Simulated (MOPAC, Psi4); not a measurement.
Intermolecular potential of C3H8 ··· H3Al (SMILES CCC and [AlH3]). Monomers: optimised at B3LYP-D3(BJ) (def2-TZVP), held rigid. Orientation: lowest of the rigid-body minima from ten starts at GFN2-xTB. Only R, the distance of the centres of mass, is varied, so the lowest point isn't the relaxed dimer. The table gives interaction energies.

| R / Å | A | B | C |
|---|---|---|---|
| 2.34 | 16.98 | 11.02 | -37.81 |
| 2.47 | 9.99 | 4.43 | -35.48 |
| 2.73 | 1.97 | -1.61 | -25.59 |
| 2.90 | -0.57 | -2.73 | -19.03 |
| 3.13 | -2.12 | -2.12 | -11.99 |
| 3.27 | -2.44 | -1.41 | -8.86 |
| 3.62 | -2.29 | -0.14 | -0.51 |
| 3.92 | -1.77 | 0.24 | -2.55 |
| 4.43 | -0.95 | 0.24 | -3.93 |
| 5.12 | -0.37 | 0.07 | -3.96 |
| 6.09 | -0.12 | 0.00 | -3.74 |
| 7.38 | -0.04 | 0.00 | -3.74 |

Energies in kcal/mol.

**Question.** Match the curves with the methods AM1, restricted, heats of formation run with MOPAC; B3LYP-D3(BJ)/def2-TZVP, counterpoise-corrected (Psi4); MOPAC 23.2.5 with PM7, restricted, heats of formation.

**Answer.** A is B3LYP-D3(BJ)/def2-TZVP; B is AM1; C is PM7.
